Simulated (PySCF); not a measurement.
**Ionisation energy of Lu⁺ by level of theory**

Lu⁺ [Xe] 4f14 6s2 (1S) → Lu²⁺ [Xe] 4f14 6s1 (2S), as a difference of total energies. Calculation: PySCF 2.14, in ANO-RCC-VTZP; scalar relativity by spin-free X2C-1e. Correlated levels: valence: [Kr] 4d10 frozen. The calculations carry no spin-orbit coupling.

```json
{"method": "UHF", "ionisation energy (eV)": "12.621"}
{"method": "MP2 (valence)", "ionisation energy (eV)": "13.901"}
{"method": "SCS-MP2 (valence)", "ionisation energy (eV)": "13.857"}
{"method": "CCSD (valence)", "ionisation energy (eV)": "13.736"}
{"method": "CCSD(T) (valence)", "ionisation energy (eV)": "13.854"}
```

Task: How much does correlation contribute at CCSD(T) (valence)?

Result: 13.854 − (12.621) = 1.233 eV, measured against UHF.

Errors of the correlated levels include the incompleteness of this basis and the frozen core.

For comparison: 14.13 ± 0.05 eV (semi-empirical (NIST evaluation); NIST Atomic Spectra Database, ionization energies).
